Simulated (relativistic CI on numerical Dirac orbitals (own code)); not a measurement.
Method of calculation: Dirac-Coulomb-Breit CI, orbitals from a KLI potential per configuration, model QED, unscaled Slater integrals (own radial code, finite nucleus).

CI space (outside the closed core [Ne]): 3s, 3p, 3d, 4s, 4p, 4d, 4f, 5s, 5p, 5d, 5f, 5g, 6s, 6p, 6d, 7s, 7p. Levels of other configurations are missing.

At this charge energies of transitions that change n are usually good to better than 1 %, and those within a shell (Δn = 0) to a few per cent.

Outline of the computed level scheme of Hg LXX. Lowest level of each configuration: 3s 2S_1/2 at 0.00 eV; 3p 2P°_1/2 at 181.07 eV; 3d 2D_3/2 at 929.07 eV; 4s 2S_1/2 at 3936.57 eV; 4p 2P°_1/2 at 4011.17 eV; 4d 2D_3/2 at 4311.34 eV; 4f 2F°_5/2 at 4404.16 eV; 5s 2S_1/2 at 5685.46 eV; 5p 2P°_1/2 at 5722.81 eV.

Some strong electric-dipole decays among the lowest 15 levels: 4f 2F°_7/2 → 3d 2D_5/2 (3.4e+14 s⁻¹); 4f 2F°_5/2 → 3d 2D_3/2 (3.3e+14 s⁻¹); 4d 2D_5/2 → 3p 2P°_3/2 (1.7e+14 s⁻¹); 4d 2D_3/2 → 3p 2P°_1/2 (1.3e+14 s⁻¹); 4p 2P°_1/2 → 3s 2S_1/2 (9.2e+13 s⁻¹); 4s 2S_1/2 → 3p 2P°_3/2 (7.3e+13 s⁻¹); 4p 2P°_3/2 → 3s 2S_1/2 (5.0e+13 s⁻¹); 5p 2P°_1/2 → 3s 2S_1/2 (5.0e+13 s⁻¹).
